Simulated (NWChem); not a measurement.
HSeOF; SMILES O[Se]F

```xyz
4

Se     0.3994     0.0126     0.0049
F     -0.6801    -1.3833     0.0104
O     -0.7949     1.3159     0.0711
H     -1.0987     1.4927    -0.8305
```
Atoms are numbered in this order, from 1.

Computed with NWChem. Structure relaxed at the PBE0/def2-SVP level. Ions are spin-unrestricted doublets at the neutral geometry; other ion states weren't tried.

What does the run give for PBE/def2-SVP? Quantities: vertical ionisation energy, ΔSCF (eV); −ε(HOMO) (eV).


```yaml
vertical ionisation energy, ΔSCF (eV): 9.11
"−ε(HOMO) (eV)": 5.17
```
